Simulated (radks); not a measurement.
Q: Excited configurations of Be: one electron is placed in a higher orbital outside [He] 2s1. The ground configuration is [He] 2s2. Method: Dirac Kohn-Sham, PBE, spin-unpolarised, spherical densities, point nucleus; open shells are shared between the two j in proportion to 2j + 1; computed with a radial shooting solver on a logarithmic mesh with Libxc functionals. Excitation = E - E(ground); binding = E(ion) - E, where the ion is the core of charge +1; n* = 1/sqrt(2 binding) in atomic units, and the quantum defect is n - n*. Eigenvalue and <r> are those of j = l + 1/2.

outer orbital  excitation (eV)  binding (eV)     n*  quantum defect  eigenvalue (eV)  <r> (bohr)
4s                       8.100         1.450  3.063           0.937           -0.883       15.04
4p                       8.337         1.214  3.348           0.652           -0.722       17.15
5s                       8.666         0.885  3.921           1.079           -0.568       25.06
6d                       9.059         0.491  5.262           0.738           -0.318       43.54
7s                       9.122         0.428  5.636           1.364           -0.292       53.41

Estimate the row for 6f.

A: excitation (eV) 9.099; binding (eV) 0.452; n* 5.487; quantum defect 0.513; eigenvalue (eV) -0.285; <r> (bohr) 44.35. The Delta-SCF ionisation energy is 9.551 eV (NIST Atomic Spectra Database: 9.323 eV, measured). Self-interaction in the functional shifts the binding energies and quantum defects, so they are the method's values and not measured ones. Spin polarisation and multiplet splitting are left out, so open shells lie too high by an amount that depends on their filling.

Beside tabulated values, note that spin-unpolarised runs miss the spin-polarisation part of the exchange energy of open shells.
